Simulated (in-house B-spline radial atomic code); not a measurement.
Inner levels of bismuth as electrons are removed. A shift is the extra binding of the orbital against the neutral atom ([Xe] 4f14 5d10 6s2 6p3). Computed with a radial B-spline atomic code at the basis-set limit: non-relativistic Hartree-Fock, average of the configuration, point nuclei.

This level leaves out relativity, spin-orbit splitting included, which matters for heavy ions.

| ion | configuration | shift of 1s (eV) | radius of 1s (bohr) | Σ<r²> (bohr²) | change of density at nucleus (bohr⁻³) |
| --- | --- | --- | --- | --- | --- |
| Bi63+ | [Ar] 3d2 | 4705.27 | 0.01823 | 0.36954 | -644.88 |
| Bi64+ | [Ar] 3d1 | 4911.18 | 0.01823 | 0.34168 | -463.04 |
| Bi65+ | [Ne] 3s2 3p6 | 5119.38 | 0.018231 | 0.3145 | -278.47 |
| Bi66+ | [Ne] 3s2 3p5 | 5325.71 | 0.018229 | 0.27963 | -82.469 |
| Bi67+ | [Ne] 3s2 3p4 | 5533.79 | 0.018227 | 0.24533 | 115.81 |
| Bi68+ | [Ne] 3s2 3p3 | 5743.61 | 0.018225 | 0.21157 | 316.37 |
| Bi69+ | [Ne] 3s2 3p2 | 5955.18 | 0.018223 | 0.17836 | 519.2 |
| Bi70+ | [Ne] 3s2 3p1 | 6168.49 | 0.018221 | 0.14568 | 724.3 |
| Bi71+ | [Ne] 3s2 | 6383.54 | 0.018219 | 0.11351 | 931.71 |
| Bi72+ | [Ne] 3s1 | 6582.33 | 0.018218 | 0.078184 | -4546.1 |
| Bi73+ | [He] 2s2 2p6 | 6782.5 | 0.018218 | 0.043328 | -10114.8 |
| Bi74+ | [He] 2s2 2p5 | ? | ? | ? | ? |
| Bi75+ | [He] 2s2 2p4 | 7772.43 | 0.018199 | 0.032977 | -9024.92 |
| Bi76+ | [He] 2s2 2p3 | 8273.54 | 0.01819 | 0.027963 | -8471.02 |
| Bi77+ | [He] 2s2 2p2 | 8778.73 | 0.01818 | 0.023052 | -7911.17 |
| Bi78+ | [He] 2s2 2p1 | 9288 | 0.01817 | 0.018243 | -7345.34 |
| Bi79+ | [He] 2s2 | ? | ? | ? | ? |
| Bi80+ | [He] 2s1 | ? | ? | ? | ? |
| Bi81+ | 1s2 | 10683.9 | 0.018154 | 0.00087938 | -49960.4 |
| Bi82+ | 1s1 | 12091 | 0.018072 | 0.00043548 | -229047 |

(1) Fill in the row of Bi74+.

(2) Fill in the row of Bi79+.

(3) Fill in the row of Bi80+.

## Answers

(1) shift of 1s (eV): 7275.42; radius of 1s (bohr): 0.018208; Σ<r²> (bohr²): 0.038098; change of density at nucleus (bohr⁻³): -9572.82.

(2) shift of 1s (eV): 9801.34; radius of 1s (bohr): 0.01816; Σ<r²> (bohr²): 0.013533; change of density at nucleus (bohr⁻³): -6773.51.

(3) shift of 1s (eV): 10241.4; radius of 1s (bohr): 0.018159; Σ<r²> (bohr²): 0.0071626; change of density at nucleus (bohr⁻³): -28203.4.
